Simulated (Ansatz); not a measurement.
`CC[NH][SnH3]` + `N[SiH3]` → `[SiH3][NH][SnH3]` + `CCN` at 400 K and 1 bar (ligand exchange at the Sn–N bond).

Computed with Ansatz on PBE0-D4/def2-TZVP structures; ΔE is electronic, products minus reactants. CCSD(T)/CBS is the MP2 limit (def2-TZVPP, def2-QZVPP) plus CCSD(T) − MP2 in def2-TZVPP, frozen cores. This one scheme is used for every species. def2 core potentials past Kr. For Sn outer-core shells are correlated without core-valence functions, which leaves a few kJ/mol of doubt a bond. Each species was taken in one conformer, which may not be the lowest.

```tsv
species	CCSD(T)/CBS energy (Eh)	H − E (kJ/mol)	S (J/(mol·K))
`CC[NH][SnH3]`	-350.22359	302.7	392.7
`N[SiH3]`	-346.80422	153.0	285.3
`[SiH3][NH][SnH3]`	-562.01692	192.0	396.0
`CCN`	-135.01652	265.7	294.1
```

H − E and S are ideal-gas, rigid-rotor, harmonic terms from PBE0-D4/def2-TZVP, for one conformer and one mirror image of each species. 1 Eh = 2625.50 kJ/mol, R = 8.31446 J/(mol·K).

Question: By hand: ΔE, ΔH, ΔS and ΔG.

Answer: ΔE = (-562.01692) + (-135.01652) − (-350.22359) − (-346.80422) = -0.00563 Eh = -14.8 kJ/mol. Δ(H − E) = 192.0 + 265.7 − 302.7 − 153.0 = 2.0, so ΔH = -12.8 kJ/mol. ΔS = 396.0 + 294.1 − 392.7 − 285.3 = 12.1 J/(mol·K). ΔG = -12.8 − 400 × (12.1)/1000 = -17.6 kJ/mol.

Question: By hand: the equilibrium constant, and the temperature at which ΔG would vanish if ΔH and ΔS stayed fixed.

Answer: log₁₀ K = −ΔG/(RT ln 10) = 2.3. ΔH and −TΔS have one sign here, so there is no such temperature.

TΔS isn't small against ΔH here. A doubt of 5 kJ/mol in ΔE shifts log₁₀ K by 0.7 here. Other conformers and mirror images would add mixing entropy, several J/(mol·K) or more a flexible species. Modes under 60 cm⁻¹, often nearly free rotors, make the harmonic entropy too high. These are equilibria of isolated gas molecules and say nothing of rates. Largest T1 diagnostic: 0.012 (customary marks: 0.02 for closed shells, 0.045 for open ones).

ΔS is within the doubt of such terms, so its sign, and with it that verdict, could turn.
